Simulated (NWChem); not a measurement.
Molecule: C$_{3}$H$_{2}$BF$_{3}$; SMILES B(C#C)(C(F)F)F

```xyz
9

C      1.1379    -2.4369     0.3419
C      0.3609    -1.5306     0.1220
B     -0.5758    -0.3772    -0.1645
F     -1.8828    -0.5814    -0.2993
C     -0.0658     1.1347    -0.2715
F     -0.1079     1.6378     1.0175
F      1.2282     1.2018    -0.7148
H      1.8185    -3.2361     0.5383
H     -0.6749     1.7950    -0.9023
```
Atoms are numbered in this order, from 1.

Program: NWChem. Geometry: optimised at B3LYP/6-31G* (spherical d).

For level PBE0/def2-TZVP:

| Quantity | Result |
|---|---|
| highest occupied level (eV) | -8.79 |
| orbital gap (eV) | 6.46 |

How do the values read with level PBE/def2-TZVP instead?


* **highest occupied level (eV)**: -7.37
* **orbital gap (eV)**: 4.12
